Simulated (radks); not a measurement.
Task: S, 16 electrons, occupied as [Ne] 3s2 3p4. Calculated with a radial shooting solver on a logarithmic mesh with Libxc functionals: non-relativistic Kohn-Sham, PBE, spin-polarised, spherical densities, point nucleus; open shells are filled with parallel spins first; hard spherical wall at 7 bohr. Some entries of the table are withheld. Estimate them.

orbital  occ.  eigenvalue (eV)  <1/r> (bohr^-1)
1s up       1        -2397.310            15.56
1s down     1        -2397.054            15.56
2s up       1        -210.1952            3.045
2s down     1        -209.9491            3.045
2p up       3        -156.3050            2.952
2p down     3        -155.9598            2.951
3s up       1         -17.7589           0.8090
3s down     1         -15.8882           0.8070
3p up       3          -7.5739              (1)
3p down     1          -5.8555              (2)
4s up       0           1.9871           0.3182
4s down     0           2.5813           0.3159
3d up       0           3.7254              (3)
3d down     0           4.6524              (4)
4p up       0              (5)           0.3294
4p down     0              (6)           0.3366

Result: 
(1) 3p up <1/r> (bohr^-1): 0.6678
(2) 3p down <1/r> (bohr^-1): 0.6533
(3) 3d up <1/r> (bohr^-1): 0.3535
(4) 3d down <1/r> (bohr^-1): 0.3301
(5) 4p up eigenvalue (eV): 4.8642
(6) 4p down eigenvalue (eV): 5.4932
